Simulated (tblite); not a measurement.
Compound: C4H11ClSi2.
Numbering: `[CH2:1]=[C:2]([CH3:3])[Si@H:4]([Cl:5])[CH2:6][SiH3:7]` (hydrogens: H8, H9 on C1; H10, H11, H12 on C3; H13 on Si4; H14, H15 on C6; H16, H17, H18 on Si7)

Computed geometry: GFN2-xTB, gas phase.

(1) What internal coordinates does the optimisation give?

## Answers

(1) 
```csv
bond,length (pm),order
C1=C2,132.7,double
C2–C3,150.0,single
C2–Si4,189.3,single
Si4–Cl5,203.2,single
Si4–C6,189.7,single
C6–Si7,190.7,single
C1–H8,107.7,single
C1–H9,108.0,single
"C3–H10, C3–H11, C3–H12",108.9,single
Si4–H13,147.1,single
C6–H14,109.0,single
C6–H15,108.9,single
"Si7–H16, Si7–H17, Si7–H18",146.4,single
```

Bonds in one row agree within 1 pm and their mean is given. Orders are formal, as drawn. A selection of angles:
```csv
angle,degrees
C2–C1–H8,122.3
C2–C1–H9,121.9
H8–C1–H9,115.8
C1–C2–C3,121.0
C1–C2–Si4,122.6
C3–C2–Si4,116.5
C2–C3–H10,110.1
C2–C3–H12,111.4
H10–C3–H11,107.4
H10–C3–H12,108.9
C2–Si4–Cl5,108.2
C2–Si4–C6,112.7
C2–Si4–H13,109.5
Cl5–Si4–C6,109.1
Cl5–Si4–H13,106.2
C6–Si4–H13,110.9
Si4–C6–Si7,116.7
Si4–C6–H14,108.4
Si4–C6–H15,108.3
Si7–C6–H14,108.0
Si7–C6–H15,109.1
H14–C6–H15,105.8
C6–Si7–H16,108.1
C6–Si7–H17,109.7
H16–Si7–H17,109.3
```

Dihedral angles: C1–C2–Si4–Cl5 139° (anticlinal); C2–Si4–C6–Si7 67° (synclinal).

Si4 (chlorine-bound silicon) is tetrahedral (angles from 106.2° to 112.7°). Si7 (SiH3 silicon) is tetrahedral (angles from 108.1° to 110.2°). The C–C distances run from 1.327 Å (C1=C2, drawn double) to 1.500 Å (C2–C3, drawn single), a spread of 0.173 Å. Of the pairs four or more bonds apart, H9···H12 is among the closest relative to their van der Waals radii: 2.35 Å, 98 % of the sum of Bondi's values.

Point group: C1 (no symmetry element, even within 0.4 Å). Its GFN2-xTB frequencies are all real (lowest 24 cm⁻¹). The numbers are those of one conformer. 3 starts were optimised and ended at 0.00, 0.16 and 0.54 kcal/mol (GFN2-xTB); the lowest of these is shown.
